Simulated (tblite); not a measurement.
Run record: tight-binding relaxation, `[CH2]C1=C(BF)C1` [radical].

Computed with GFN2-xTB geometry optimisation, gas phase (tblite 0.8.0). Start geometry: from a force field or distance geometry. The input is one job of a driver script: a line of settings, then coordinates in Å.

Command:
```bash
OMP_NUM_THREADS=1 python probes_run.py task.json out
```

Input:
```
{"job": {"kind": "relax", "xc": "GFN2-xTB", "basis": "xTB"}, "charge": 0, "multiplicity": 2}
C     -2.018200    -0.586500     0.158600
C     -0.735400     0.143900     0.063200
C      0.620900     0.172500    -0.049700
B      1.917500    -0.661200    -0.229200
F      1.779500    -1.972900    -0.776600
C     -0.083800     1.487400     0.076900
H     -1.913200    -1.291300     1.021800
H     -2.244500    -1.166400    -0.751300
H      2.915200    -0.223900     0.246100
H     -0.337100     2.083700    -0.809800
H      0.104700     2.017300     1.023900
```

Output:
```
step      E/eV     max force
  0    -460.67169    3.361
  1    -461.01925    1.950
  2    -461.22171    2.585
  3    -461.31574    0.713
  4    -461.35897    0.605
  5    -461.39307    0.656
  6    -461.41625    0.523
  7    -461.43441    0.336
  8    -461.44678    0.338
  9    -461.45812    0.315
... (62 lines left out)
 72    -462.54428    0.025
 73    -462.54441    0.024
 74    -462.54457    0.026
 75    -462.54469    0.028
 76    -462.54476    0.025
 77    -462.54480    0.018
 78    -462.54483    0.015
 79    -462.54487    0.015
 80    -462.54489    0.010
 81    -462.54490    0.007
```

«max force» is the largest atomic force in eV/Å.

Q: From which step on does the largest force stay under 0.1 eV/Å, and how much energy is left to gain from there?

A: From step 52 (0.087 eV/Å), 3.3 meV above the end.

Summary of the converged run: energy lowered by 43.2 kcal/mol over 81 steps; largest atomic force 0.007 eV/Å at the end.

On an Arm Neoverse V1 with one thread, shared host, this took 0.32 s wall.
Labels such as C1 count atoms from 1, the log's own numbers from 0.
